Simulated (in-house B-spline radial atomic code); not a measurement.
Ionising neutral boron with different functionals

Computed with an all-electron radial atomic-structure program (B-spline basis): non-relativistic Hamiltonian, point nucleus, spin-polarised at highest spin, spherical fractional occupations for the functionals, the average over the highest-spin determinants for Hartree-Fock. The ionisation energy is the difference of two self-consistent energies, [He] 2s2 2p1 → [He] 2s2, without Breit or QED terms; ε is the level of the shell that loses the electron (its least bound occupied spin orbital).

Hybrids are left out here: with spherical fractional occupations of an open shell their exact exchange keeps a self-interaction that integer-occupation calculations don't have.

| method | rung | ΔSCF (eV) | -ε(2p) (eV) |
| --- | --- | --- | --- |
| Hartree-Fock | Hartree-Fock | 7.94 | 8.46 |
| LDA VWN5 | LDA | 8.58 | 4.10 |
| LDA PW92 | LDA | 8.58 | 4.10 |
| LDA exchange-only | LDA | 7.55 | 3.27 |
| PBE | GGA | 8.49 | 4.02 |
| PBEsol | GGA | ? | ? |
| BLYP | GGA | 8.41 | 3.88 |
| RPBE | GGA | 8.45 | 3.99 |
| PW91 | GGA | ? | ? |
| BP86 | GGA | 8.55 | 4.09 |
| AM05 | GGA | 8.40 | 3.95 |
| OLYP | GGA | 8.30 | 3.83 |
| TPSS | meta-GGA | 8.38 | 3.98 |
| SCAN | meta-GGA | 8.32 | 4.03 |
| r2SCAN | meta-GGA | 8.31 | 4.03 |
| revTPSS | meta-GGA | 8.30 | 3.94 |

Q: What does PW91 give?

A: ΔSCF 8.54 eV, and -ε(2p) = 4.07 eV.

Q: What does PBEsol give?

A: ΔSCF 8.42 eV, and -ε(2p) = 3.98 eV.

Q: How do they compare with the NIST value?

A: NIST lists 8.298 eV (measured, ground level to ground level). Errors run from -0.74 to +0.28 eV; revTPSS is closest (+0.00 eV), but part of that can be cancellation, since the calculations leave out relativity, Breit-QED terms, multiplet and fine-structure energies. Hartree-Fock also lacks correlation.
